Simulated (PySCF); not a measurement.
H2O3Si, SMILES O[Si](O)=O. Heavy atoms are numbered as in [Si:1](=[O:2])([OH:3])[OH:4]. Hydrogens are named by the atom that carries them.

Coordinates come from a B3LYP-D3(BJ)/def2-SVP optimisation. The values are those of a single conformer.

Level of theory: PBE/pcSseg-2 (PySCF).

GIAO shieldings, no solvent; atoms alike by connectivity are averaged. δ = σ(ref) − σ: ²⁹Si against TMS (σ = 324.1 ppm); ¹⁷O against H2O (σ = 327.5 ppm); ¹H against TMS (σ = 31.47 ppm), references at their B3LYP-D3(BJ)/def2-TZVP geometries, non-relativistic.

| atoms | nucleus | count | δ (ppm) |
|---|---|---|---|
| Si1 | ²⁹Si | 1 | ___ |
| O2 | ¹⁷O | 1 | 164.1 |
| O3 (OH) | ¹⁷O | 2 | ___ |
| H on O3 | ¹H | 2 | 2.81 |

### Question
Complete the blanks. (An estimate is asked for; the answer gives what the named calculation found.)

### Answer

- Si1, δ (ppm): -21.0
- O3 (OH), δ (ppm): 69.2
